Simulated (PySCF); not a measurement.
Species: CH7NOSi2.
Bonds: N1–C2, C2–O3 (double), C2–Si4, Si4–Si5. Hydrogens: H6, H7 on N1; H8, H9 on Si4; H10, H11, H12 on Si5.

Torsions of this conformer, `[NH2:1][C:2](=[O:3])[SiH2:4][SiH3:5]`: N1–C2–Si4–Si5 138°, H–N1–C2–O3 -179°, H–N1–C2–O3 -1°.

The closed-shell ground state was solved at several levels (PySCF, density fitting, gas phase, non-relativistic). One conformer (not necessarily the lowest) at the PBE0-D3(BJ)/def2-SVP geometry, without solvent, vibrations or thermal averaging.

```json
{"level": "CAM-B3LYP/def2-SVPD", "basis functions": "167", "HOMO (eV)": "-8.62", "LUMO (eV)": "0.62", "gap (eV)": "9.24", "dipole (D)": "3.53"}
{"level": "wB97X-D/pcSseg-2", "basis functions": "292", "HOMO (eV)": "-9.05", "LUMO (eV)": "1.34", "gap (eV)": "10.39", "dipole (D)": "3.50"}
```

Problem. What might PBE0/pcSseg-1 (134 basis functions) give for the same quantities?

Solution. HOMO -7.14 eV, LUMO -0.30 eV, gap 6.84 eV, dipole 3.44 D.

Problem. Over all these levels, which gives the widest orbital gap and which the narrowest?

Solution. wB97X-D/pcSseg-2 (range-separated hybrid) has the widest, 10.39 eV, and PBE0/pcSseg-1 (global hybrid, 25 % exact exchange) the narrowest, 6.84 eV. Functional and basis both differ between the two, so the spread mixes both effects.

Problem. How far do the dipole and the HOMO energy spread over the levels?

Solution. The dipole runs from 3.44 to 3.53 D (mean 3.49 D) and the HOMO from -9.05 to -7.14 eV.
